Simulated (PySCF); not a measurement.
Record of a relaxation.

C3H5NOSi.
Bonds: O1–C2 (double), C2–C3, C3–N4 (double), N4–Si5, Si5–C6, C3–C6. Hydrogens: H7 on C2; H8, H9 on Si5; H10, H11 on C6.

Method: PBE0-D3(BJ)/def2-SVP geometry optimisation, gas phase (PySCF); density fitting, grid level 1; the optimiser is geomeTRIC in internal coordinates, started from a GFN2-xTB structure with every atom displaced at random (about 0.01 Å). The frame can shift and turn from step to step; on so coarse a grid that alone can change the energy by a few meV, and forces under 0.02 eV/Å are noise.

Step 0: E = -14587.2331 eV, largest atomic force 3.631 eV/Å
```
atom  x, y, z in Å  |  force x, y, z in eV/Å
O1     -2.516   -0.931   -0.627   -0.325  -0.299  -0.586
C2     -1.994   -0.364    0.288   -0.199   0.022   0.377
C3     -0.574   -0.028    0.322    3.144   1.295   1.275
N4      0.025    0.560    1.336   -2.463  -0.297   0.576
Si5     1.615    0.561    0.573   -0.894  -0.615  -0.886
C6      0.476   -0.275   -0.724    0.140  -0.632  -0.059
H7     -2.520   -0.059    1.207   -0.388   0.137   0.399
H8      2.578   -0.291    1.263    0.513  -0.205   0.232
H9      2.076    1.912    0.278    0.401   0.511  -0.099
H10     0.266    0.231   -1.647   -0.077   0.400  -1.004
H11     0.606   -1.340   -0.930    0.149  -0.316  -0.225
```

Step 1: E = -14587.3509 eV, largest atomic force 1.504 eV/Å
```
atom  x, y, z in Å  |  force x, y, z in eV/Å
O1     -2.270   -1.510   -0.384    0.181   0.162   0.364
C2     -1.812   -0.830    0.500   -0.031  -0.415  -0.465
C3     -0.452   -0.190    0.429   -1.307   0.073  -0.741
N4     -0.218    0.782    1.227    0.883   0.376   0.483
Si5     1.363    1.012    0.358    0.303  -0.441   0.463
C6      0.533   -0.322   -0.712    0.104   0.019  -0.038
H7     -2.386   -0.529    1.411    0.026  -0.059   0.010
H8      2.528    0.461    1.125   -0.108   0.172   0.024
H9      1.673    2.393   -0.075   -0.046   0.139  -0.238
H10     0.135    0.043   -1.674   -0.177  -0.102   0.123
H11     0.942   -1.331   -0.866    0.172   0.075   0.015
```

Step 2: E = -14587.4279 eV, largest atomic force 0.805 eV/Å
```
atom  x, y, z in Å  |  force x, y, z in eV/Å
O1     -2.211   -1.569   -0.409    0.242   0.088   0.037
C2     -1.827   -0.840    0.466   -0.055   0.249   0.523
C3     -0.516   -0.105    0.435    0.496   0.337  -0.538
N4     -0.158    0.828    1.259   -0.463  -0.356   0.171
Si5     1.408    1.002    0.363   -0.045  -0.356   0.147
C6      0.492   -0.290   -0.685   -0.013   0.057  -0.241
H7     -2.422   -0.619    1.386   -0.106  -0.026  -0.003
H8      2.559    0.455    1.139   -0.004   0.084   0.021
H9      1.746    2.361   -0.146   -0.097  -0.005  -0.060
H10     0.082    0.063   -1.644    0.031  -0.058  -0.070
H11     0.886   -1.307   -0.826    0.014  -0.014   0.014
```

Step 3: E = -14587.4353 eV, largest atomic force 0.823 eV/Å
```
atom  x, y, z in Å  |  force x, y, z in eV/Å
O1     -2.130   -1.561   -0.385   -0.693  -0.443  -0.042
C2     -1.832   -0.811    0.502    0.739   0.138  -0.329
C3     -0.529   -0.079    0.396    0.171   0.322   0.708
N4     -0.165    0.809    1.264   -0.023  -0.111  -0.197
Si5     1.402    0.975    0.372   -0.020  -0.009   0.042
C6      0.488   -0.289   -0.715   -0.171   0.201  -0.067
H7     -2.436   -0.615    1.423   -0.031   0.002  -0.113
H8      2.543    0.456    1.174    0.071  -0.004  -0.015
H9      1.729    2.332   -0.161   -0.063  -0.050   0.005
H10     0.086    0.066   -1.677    0.114  -0.012  -0.081
H11     0.882   -1.306   -0.853   -0.096  -0.034   0.089
```

Step 4: E = -14587.4648 eV, largest atomic force 0.329 eV/Å
```
atom  x, y, z in Å  |  force x, y, z in eV/Å
O1     -2.180   -1.579   -0.365   -0.221  -0.126   0.022
C2     -1.827   -0.814    0.492    0.264  -0.018  -0.146
C3     -0.524   -0.081    0.389    0.061   0.025   0.323
N4     -0.169    0.803    1.261   -0.003  -0.052  -0.119
Si5     1.400    0.976    0.375    0.026  -0.007   0.032
C6      0.495   -0.286   -0.720   -0.129   0.212  -0.075
H7     -2.412   -0.601    1.421   -0.015   0.048  -0.048
H8      2.540    0.459    1.181    0.059   0.000  -0.018
H9      1.725    2.335   -0.153   -0.061  -0.036   0.005
H10     0.098    0.069   -1.683    0.109  -0.007  -0.066
H11     0.892   -1.302   -0.859   -0.089  -0.037   0.091
```

Step 5: E = -14587.4757 eV, largest atomic force 0.121 eV/Å
```
atom  x, y, z in Å  |  force x, y, z in eV/Å
O1     -2.196   -1.602   -0.340    0.028  -0.017   0.046
C2     -1.820   -0.823    0.495   -0.035   0.046  -0.044
C3     -0.519   -0.089    0.394    0.043  -0.024  -0.030
N4     -0.164    0.797    1.262   -0.006  -0.018   0.055
Si5     1.403    0.976    0.373    0.031  -0.050   0.036
C6      0.492   -0.280   -0.722   -0.054   0.080  -0.073
H7     -2.410   -0.570    1.410   -0.003   0.004   0.009
H8      2.554    0.458    1.167    0.014   0.017  -0.023
H9      1.715    2.335   -0.153   -0.041   0.010  -0.005
H10     0.107    0.079   -1.691    0.048  -0.017  -0.013
H11     0.877   -1.301   -0.857   -0.025  -0.030   0.042
```

Step 6: E = -14587.4791 eV, largest atomic force 0.122 eV/Å
```
atom  x, y, z in Å  |  force x, y, z in eV/Å
O1     -2.201   -1.624   -0.305    0.071   0.026  -0.037
C2     -1.821   -0.815    0.499   -0.088  -0.052   0.066
C3     -0.517   -0.088    0.388   -0.057  -0.026  -0.066
N4     -0.156    0.781    1.269    0.047   0.005   0.017
Si5     1.405    0.969    0.373    0.051  -0.033   0.027
C6      0.490   -0.277   -0.731   -0.021   0.044  -0.022
H7     -2.407   -0.540    1.410    0.000   0.036   0.005
H8      2.568    0.459    1.153    0.016   0.011  -0.023
H9      1.696    2.333   -0.153   -0.027   0.014   0.002
H10     0.118    0.084   -1.703    0.010  -0.016   0.000
H11     0.864   -1.303   -0.860   -0.003  -0.009   0.031
```

Step 7: E = -14587.4818 eV, largest atomic force 0.084 eV/Å
```
atom  x, y, z in Å  |  force x, y, z in eV/Å
O1     -2.196   -1.627   -0.293    0.051   0.022  -0.008
C2     -1.824   -0.809    0.505   -0.080   0.012   0.025
C3     -0.516   -0.089    0.394   -0.013  -0.010  -0.033
N4     -0.138    0.765    1.283    0.009   0.002   0.005
Si5     1.412    0.962    0.369    0.029  -0.038   0.020
C6      0.485   -0.278   -0.731   -0.006   0.010  -0.017
H7     -2.419   -0.512    1.403    0.007  -0.004   0.008
H8      2.595    0.461    1.124    0.013   0.009  -0.015
H9      1.674    2.332   -0.156   -0.014   0.010   0.004
H10     0.116    0.082   -1.705   -0.014  -0.021  -0.004
H11     0.849   -1.308   -0.855    0.017   0.008   0.014
```

Step 8: E = -14587.4832 eV, largest atomic force 0.030 eV/Å
```
atom  x, y, z in Å  |  force x, y, z in eV/Å
O1     -2.197   -1.617   -0.287   -0.007   0.015  -0.001
C2     -1.829   -0.796    0.510    0.002   0.009   0.009
C3     -0.514   -0.088    0.400    0.013   0.012   0.003
N4     -0.119    0.752    1.296   -0.014  -0.001   0.000
Si5     1.420    0.954    0.363    0.004  -0.028   0.010
C6      0.479   -0.282   -0.731   -0.008   0.009  -0.018
H7     -2.428   -0.493    1.405    0.000  -0.009   0.000
H8      2.623    0.463    1.093    0.007   0.004  -0.008
H9      1.656    2.329   -0.159   -0.002   0.002   0.003
H10     0.108    0.072   -1.705   -0.015  -0.021  -0.005
H11     0.839   -1.315   -0.847    0.020   0.007   0.008
```

Step 9: E = -14587.4838 eV, largest atomic force 0.045 eV/Å
```
atom  x, y, z in Å  |  force x, y, z in eV/Å
O1     -2.209   -1.596   -0.286   -0.029  -0.010   0.001
C2     -1.833   -0.785    0.517    0.022   0.028  -0.027
C3     -0.511   -0.088    0.405    0.013  -0.009   0.042
N4     -0.104    0.742    1.304   -0.004   0.002  -0.013
Si5     1.426    0.947    0.357   -0.007  -0.003  -0.001
C6      0.475   -0.287   -0.731   -0.013   0.023  -0.011
H7     -2.429   -0.481    1.413    0.006  -0.013   0.006
H8      2.643    0.464    1.068    0.004  -0.002  -0.002
H9      1.644    2.326   -0.164    0.005  -0.004   0.000
H10     0.099    0.058   -1.706   -0.005  -0.015  -0.004
H11     0.837   -1.320   -0.841    0.009   0.002   0.010
```

Step 10: E = -14587.4844 eV, largest atomic force 0.043 eV/Å
```
atom  x, y, z in Å  |  force x, y, z in eV/Å
O1     -2.227   -1.569   -0.286   -0.028   0.001   0.004
C2     -1.838   -0.771    0.525    0.042  -0.004  -0.006
C3     -0.508   -0.089    0.413    0.014   0.003   0.012
N4     -0.088    0.736    1.311   -0.007  -0.003   0.003
Si5     1.432    0.941    0.347   -0.014   0.006  -0.005
C6      0.470   -0.294   -0.729   -0.010   0.017  -0.011
H7     -2.423   -0.474    1.429   -0.003  -0.001   0.000
H8      2.663    0.464    1.039   -0.003  -0.004   0.003
H9      1.635    2.322   -0.174    0.006  -0.004  -0.004
H10     0.086    0.039   -1.706    0.002  -0.009  -0.002
H11     0.835   -1.327   -0.831    0.001  -0.003   0.006
```

Step 11: E = -14587.4847 eV, largest atomic force under 0.02 eV/Å
```
atom  x, y, z in Å  |  force x, y, z in eV/Å
O1     -2.241   -1.553   -0.282   -0.007  -0.007   0.001
C2     -1.837   -0.766    0.532    0.009   0.003  -0.008
C3     -0.505   -0.090    0.416   -0.001  -0.010   0.009
N4     -0.082    0.735    1.312    0.007  -0.001  -0.001
Si5     1.433    0.940    0.340   -0.007   0.016  -0.008
C6      0.468   -0.297   -0.731   -0.004   0.012  -0.001
H7     -2.414   -0.472    1.444    0.003   0.000   0.004
H8      2.668    0.464    1.026   -0.003  -0.004   0.003
H9      1.633    2.320   -0.184    0.004  -0.003  -0.004
H10     0.079    0.028   -1.708    0.004  -0.002   0.000
H11     0.836   -1.330   -0.827   -0.004  -0.004   0.004
```

**Question.** Summarise the path.

**Answer.** The energy falls by 24.28 kJ/mol from step 0 to step 11; nine tenths of that is first reached at step 4. It falls at every step. The largest force goes from 3.631 to under 0.02 eV/Å. Among the bonds N4–Si5 changes most, from 1.764 to 1.811 Å; the atoms move by 0.046 Å rms after alignment.

**Question.** Follow the three bonds and two angles with the largest change from start to end.

**Answer.** 
```
step  E above end (kJ/mol)  largest force (eV/Å)  N4–Si5 (Å)  C2–C3 (Å)  Si5–H9 (Å)  N4–C3–C6 (°)  C3–N4–Si5 (°)
   0                 24.28                 3.631       1.764      1.460       1.457         107.0           94.4
   1                 12.90                 1.504       1.819      1.505       1.480         114.7           87.5
   2                  5.48                 0.805       1.813      1.504       1.490         112.0           89.6
   3                  4.76                 0.823       1.811      1.499       1.494         113.4           88.6
   4                  1.92                 0.329       1.810      1.499       1.493         113.6           88.5
   5                  0.87                 0.121       1.810      1.498       1.490         113.5           88.6
   6                  0.54                 0.122       1.810      1.497       1.490         113.7           88.4
   7                  0.28                 0.084       1.810      1.498       1.490         113.6           88.5
   8                  0.14                 0.030       1.811      1.498       1.490         113.6           88.6
   9                  0.08                 0.045       1.811      1.498       1.491         113.6           88.6
  10                  0.03                 0.043       1.811      1.498       1.491         113.6           88.6
  11                  0.00            under 0.02       1.811      1.498       1.490         113.7           88.5
```

What follows is the cost of the whole optimisation. On Arm Neoverse V1, one thread, shared host with 32 logical CPUs at a one-minute load of 39, this took 59 s and 0.47 GiB of memory at its peak.
